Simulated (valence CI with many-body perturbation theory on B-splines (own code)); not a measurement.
# Os⁶⁰⁺: E2, M1, M2 decay

Level of theory: configuration interaction combined with many-body perturbation theory (CI+MBPT): six valence electrons over a frozen Dirac-Fock core [Ne], a basis of 9 s, 9 p, 8 d, 6 f, 3 g, 1 h functions for each j, with the one-electron correlation potential Σ1 (screened to all orders), the two-electron term Σ2, the three-electron term Σ3, Breit, model QED; selected single and double excitations, second order for the rest, scaled by the run's own slope (own B-spline code, finite nucleus).

The last digits are not significant, and no measured levels were compared; by estimate large intervals hold to a few tenths of a per cent, small ones and those within an open d or f shell to about a per cent. Among the levels kept, up to 960 cm⁻¹ of a level comes from second order outside the variational space, and about a tenth of that is noise between levels of different J, which matters for small intervals.

Lines 1 to 30 of 30 in falling wavelength, among levels below 6168.2 × 10³ cm⁻¹, chosen from the decays that carry over 1 % of a level's rate. Wavelengths and rates use the calculated energies. Electric multipoles are in the length gauge with retardation, E1 and E2 with the static RPA response of the core. M1 uses the relativistic operator with retardation. Weak lines are less certain than strong ones. Lines between different terms over intervals too small for the method are left out, as are lines whose strength nearly cancels. The highest levels of a list are the least certain.

Levels are named by their leading jj configuration (3d3/2^4 stands for four electrons in 3d with j = 3/2), which in mixed levels can hold well under half, so a name can repeat and another be missing. Letters in brackets count levels of one name in rising energy.

| λ vac (nm) | Upper | Lower | Type | A (s⁻¹) | Branch % |
| --- | --- | --- | --- | --- | --- |
| 5209 | (3s^2 3p1/2^2 3p3/2 3d3/2) J=0 | (3s^2 3p1/2^2 3p3/2 3d3/2) J=1 | M1 | 2.45e-01 | 4.5 |
| 135.6 | (3s^2 3p1/2^2 3p3/2 3d3/2) J=0 | (3s^2 3p1/2^2 3p3/2 3d3/2) J=2 | E2 | 1.83e-01 | 3.4 |
| 60.53 | (3s^2 3p1/2^2 3p3/2^2) J=0 | (3s^2 3p1/2^2 3p3/2^2) J=2 | E2 | 1.50e+01 | 100.0 |
| 14.46 | (3s^2 3p1/2^2 3p3/2 3d5/2) J=4 | (3s^2 3p1/2^2 3p3/2 3d3/2) J=3 | M1 | 3.83e+06 | 99.3 |
| 13.67 | (3s^2 3p1/2 3p3/2^2 3d5/2) J=5 | (3s^2 3p1/2 3p3/2^2 3d3/2) J=4 | M1 | 4.18e+06 | 2.7 |
| 12.95 | (3s^2 3p1/2 3p3/2^2 3d5/2) J=4 [b] | (3s^2 3p1/2 3p3/2^2 3d3/2) J=3 [a] | M1 | 2.48e+06 | 1.4 |
| 4.917 | (3s^2 3p1/2^2 3p3/2 3d3/2) J=0 | (3s^2 3p1/2^2 3p3/2^2) J=2 | M2 | 5.03e+00 | 92.2 |
| 3.498 | (3s^2 3p1/2 3p3/2^2 3d5/2) J=4 [a] | (3s^2 3p1/2^2 3p3/2 3d5/2) J=3 | M1 | 1.55e+08 | 29.0 |
| 3.375 | (3s^2 3p1/2 3p3/2^2 3d5/2) J=4 [b] | (3s^2 3p1/2^2 3p3/2 3d5/2) J=3 | M1 | 4.23e+07 | 23.7 |
| 3.346 | (3s^2 3p1/2 3p3/2^2 3d5/2) J=5 | (3s^2 3p1/2^2 3p3/2 3d5/2) J=3 | E2 | 2.93e+06 | 1.9 |
| 3.319 | (3s^2 3p1/2 3p3/2^2 3d5/2) J=3 [a] | (3s^2 3p1/2^2 3p3/2 3d5/2) J=2 | M1 | 2.60e+08 | 2.1 |
| 3.309 | (3s^2 3p1/2 3p3/2^3) J=1 | (3s^2 3p1/2^2 3p3/2^2) J=0 | M1 | 1.71e+08 | 24.5 |
| 3.283 | (3s^2 3p1/2 3p3/2^2 3d3/2) J=0 | (3s^2 3p1/2^2 3p3/2 3d3/2) J=1 | M1 | 5.25e+08 | 3.3 |
| 3.281 | (3s^2 3p1/2 3p3/2^2 3d5/2) J=2 | (3s^2 3p1/2^2 3p3/2 3d5/2) J=1 | M1 | 3.02e+08 | 1.1 |
| 3.256 | (3s^2 3p1/2 3p3/2^2 3d5/2) J=3 [a] | (3s^2 3p1/2^2 3p3/2 3d5/2) J=4 | M1 | 1.27e+08 | 1.0 |
| 3.254 | (3s^2 3p1/2 3p3/2^2 3d5/2) J=4 [a] | (3s^2 3p1/2^2 3p3/2 3d5/2) J=4 | M1 | 3.71e+08 | 69.3 |
| 3.220 | (3s^2 3p1/2 3p3/2^2 3d3/2) J=2 [a] | (3s^2 3p1/2^2 3p3/2 3d3/2) J=2 | M1 | 2.88e+08 | 2.9 |
| 3.205 | (3s^2 3p1/2 3p3/2^2 3d5/2) J=4 [b] | (3s^2 3p1/2^2 3p3/2 3d5/2) J=2 | E2 | 4.93e+06 | 2.8 |
| 3.161 | (3s^2 3p1/2 3p3/2^2 3d3/2) J=4 | (3s^2 3p1/2^2 3p3/2 3d3/2) J=3 | M1 | 8.93e+07 | 86.6 |
| 3.161 | (3s^2 3p1/2 3p3/2^2 3d3/2) J=4 | (3s^2 3p1/2^2 3p3/2 3d3/2) J=3 | E2 | 8.22e+06 | 8.0 |
| 3.147 | (3s^2 3p1/2 3p3/2^2 3d5/2) J=4 [b] | (3s^2 3p1/2^2 3p3/2 3d5/2) J=4 | M1 | 5.76e+07 | 32.3 |
| 3.147 | (3s^2 3p1/2 3p3/2^2 3d5/2) J=4 [b] | (3s^2 3p1/2^2 3p3/2 3d5/2) J=4 | E2 | 5.31e+06 | 3.0 |
| 3.138 | (3s^2 3p1/2 3p3/2^3) J=1 | (3s^2 3p1/2^2 3p3/2^2) J=2 | M1 | 4.83e+08 | 69.2 |
| 3.138 | (3s^2 3p1/2 3p3/2^3) J=1 | (3s^2 3p1/2^2 3p3/2^2) J=2 | E2 | 8.97e+06 | 1.3 |
| 3.122 | (3s^2 3p1/2 3p3/2^2 3d5/2) J=5 | (3s^2 3p1/2^2 3p3/2 3d5/2) J=4 | M1 | 9.34e+07 | 60.2 |
| 3.122 | (3s^2 3p1/2 3p3/2^2 3d5/2) J=5 | (3s^2 3p1/2^2 3p3/2 3d5/2) J=4 | E2 | 7.72e+06 | 5.0 |
| 3.087 | (3s^2 3p1/2 3p3/2^2 3d3/2) J=4 | (3s^2 3p1/2^2 3p3/2 3d3/2) J=2 | E2 | 3.83e+06 | 3.7 |
| 3.062 | (3s^2 3p1/2 3p3/2^3) J=2 | (3s^2 3p1/2^2 3p3/2^2) J=2 | M1 | 2.95e+08 | 61.1 |
| 3.062 | (3s^2 3p1/2 3p3/2^3) J=2 | (3s^2 3p1/2^2 3p3/2^2) J=2 | E2 | 1.34e+07 | 2.8 |
| 2.928 | (3s^2 3p1/2 3p3/2^2 3d5/2) J=3 [b] | (3s^2 3p1/2^2 3p3/2 3d5/2) J=4 | M1 | 2.63e+08 | 11.8 |
